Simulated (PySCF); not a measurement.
# The 24-electron isoelectronic series, spin-free X2C

All values are computed (PySCF 2.14, energy differences of UHF-based or UKS calculations, no spin-orbit coupling). Each ion has its own even-tempered basis scaled to its charge (18s12p8d4f3g for the first); frozen: [Ne]. Ionisation energies in eV, correlation energies of the ion in mhartree.

```json
{"ion": "Sm³⁸⁺", "configuration": "[Ar] 3d6 (5D)", "UHF": "2779.2", "LDA": "2781.3", "PBE": "2782.3", "PBE0": "2782.1", "r2SCAN": "2782.4", "MP2 (outer shells)": "2780.5", "E_corr MP2": "-546.0", "NIST (with spin-orbit, Breit and QED)": "2782 ± 4 (t)"}
{"ion": "Eu³⁹⁺", "configuration": "[Ar] 3d6 (5D)", "UHF": "2912.7", "LDA": "2914.8", "PBE": "2915.8", "PBE0": "2915.5", "r2SCAN": "2915.9", "MP2 (outer shells)": "2913.9", "E_corr MP2": "-548.2", "NIST (with spin-orbit, Breit and QED)": "2914 ± 4 (t)"}
{"ion": "Gd⁴⁰⁺", "configuration": "[Ar] 3d6 (5D)", "UHF": "3049.2", "LDA": "3051.3", "PBE": "3052.3", "PBE0": "3052.1", "r2SCAN": "3052.5", "MP2 (outer shells)": "3050.5", "E_corr MP2": "-548.0", "NIST (with spin-orbit, Breit and QED)": "3050 ± 4 (t)"}
{"ion": "Tb⁴¹⁺", "configuration": "[Ar] 3d6 (5D)", "UHF": "3189.0", "LDA": "3191.0", "PBE": "3192.1", "PBE0": "3191.9", "r2SCAN": "3192.3", "MP2 (outer shells)": "3190.2", "E_corr MP2": "-548.5", "NIST (with spin-orbit, Breit and QED)": "3189 ± 4 (t)"}
{"ion": "Dy⁴²⁺", "configuration": "[Ar] 3d6 (5D)", "UHF": "3331.7", "LDA": "3333.7", "PBE": "3334.8", "PBE0": "3334.6", "r2SCAN": "3335.0", "MP2 (outer shells)": "3333.0", "E_corr MP2": "-548.7", "NIST (with spin-orbit, Breit and QED)": "3331 ± 4 (t)"}
{"ion": "Ho⁴³⁺", "configuration": "[Ar] 3d6 (5D)", "UHF": "3477.6", "LDA": "3479.6", "PBE": "3480.8", "PBE0": "3480.5", "r2SCAN": "3481.0", "MP2 (outer shells)": "3478.9", "E_corr MP2": "-548.8", "NIST (with spin-orbit, Breit and QED)": "3476 ± 4 (t)"}
{"ion": "Er⁴⁴⁺", "configuration": "[Ar] 3d6 (5D)", "UHF": "3626.6", "LDA": "3628.5", "PBE": "3629.8", "PBE0": "3629.5", "r2SCAN": "3630.0", "MP2 (outer shells)": "3627.9", "E_corr MP2": "-549.3", "NIST (with spin-orbit, Breit and QED)": "3624 ± 4 (t)"}
{"ion": "Tm⁴⁵⁺", "configuration": "[Ar] 3d6 (5D)", "UHF": "3778.8", "LDA": "3780.6", "PBE": "3781.9", "PBE0": "3781.7", "r2SCAN": "3782.1", "MP2 (outer shells)": "3780.0", "E_corr MP2": "-549.5", "NIST (with spin-orbit, Breit and QED)": "3775 ± 4 (t)"}
{"ion": "Yb⁴⁶⁺", "configuration": "[Ar] 3d6 (5D)", "UHF": "3934.0", "LDA": "3935.9", "PBE": "3937.1", "PBE0": "3936.9", "r2SCAN": "3937.4", "MP2 (outer shells)": "3935.2", "E_corr MP2": "-550.3", "NIST (with spin-orbit, Breit and QED)": "3929 ± 4 (t)"}
{"ion": "Lu⁴⁷⁺", "configuration": "[Ar] 3d6 (5D)", "UHF": "4092.4", "LDA": "4094.2", "PBE": "4095.6", "PBE0": "4095.4", "r2SCAN": "4095.9", "MP2 (outer shells)": "4093.7", "E_corr MP2": "-551.2", "NIST (with spin-orbit, Breit and QED)": "4086 ± 4 (t)"}
```

Each ion has its own basis, which adds noise of up to about 0.1 % along the series.

NIST values marked (s) are semi-empirical, (t) theoretical. Open shells are high-spin determinants of the terms that Hund's rules give; for the heavier ions, far from LS coupling, these are not the ground levels.

Spin-orbit coupling of the open shells is absent from the calculated values and included in NIST's; it grows fast with Z.
